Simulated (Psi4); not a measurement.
Approach curve of the dimer CH2O2 ··· H4Si (SMILES O=CO and [SiH4]), singlet. Monomers: optimised at B3LYP-D3(BJ) (def2-TZVP), held rigid. Orientation: a higher rigid-body minimum at GFN2-xTB. Only R, the distance of the centres of mass, is varied, so the lowest point isn't the relaxed dimer.

Geometry at R = 3.49 Å (first 5 atoms: monomer A):
```
10

O      0.8133    -0.5321    -0.0667
C     -0.4205    -0.0108     0.0417
O     -0.6784     1.1578     0.0369
H      1.4404     0.2060    -0.1473
H     -1.1548    -0.8208     0.1354
Si     1.2970     2.9325    -1.7089
H      1.8510     1.5806    -1.9473
H      1.4335     3.2760    -0.2755
H     -0.1340     2.9532    -2.0872
H      2.0376     3.9203    -2.5258
```

Computed with: PBE/def2-TZVP, counterpoise-corrected (Psi4); PBE-D3(BJ)/def2-TZVP, counterpoise-corrected (Psi4); wB97X-D/def2-TZVP, counterpoise-corrected (Psi4).

Interaction energies in kJ/mol; the last columns give the difference from wB97X-D:

```csv
R / Å,PBE/def2-TZVP,PBE-D3(BJ)/def2-TZVP,wB97X-D/def2-TZVP,PBE/def2-TZVP − wB97X-D/def2-TZVP,PBE-D3(BJ)/def2-TZVP − wB97X-D/def2-TZVP
2.87,31.23,23.43,30.85,0.38,-7.43
3.08,11.49,4.45,8.75,2.73,-4.31
3.31,1.68,-4.46,-2.06,3.74,-2.40
3.49,-1.58,-6.99,-5.28,3.70,-1.71
3.69,-2.96,-7.57,-6.14,3.18,-1.44
3.88,-3.20,-7.10,-5.74,2.53,-1.37
4.19,-2.75,-5.63,-4.41,1.66,-1.22
4.52,-2.01,-4.03,-3.12,1.11,-0.91
5.03,-1.07,-2.22,-1.76,0.69,-0.45
5.71,-0.41,-0.95,-0.79,0.38,-0.17
6.69,-0.10,-0.31,-0.28,0.18,-0.03
7.96,-0.03,-0.10,-0.10,0.07,0.00
```

PBE/def2-TZVP is furthest from wB97X-D/def2-TZVP at 3.31 (3.74 kJ/mol, above); its mean absolute difference over the points is 1.70 kJ/mol.

PBE-D3(BJ)/def2-TZVP is furthest from wB97X-D/def2-TZVP at 2.87 (-7.43 kJ/mol, below); its mean absolute difference over the points is 1.78 kJ/mol.
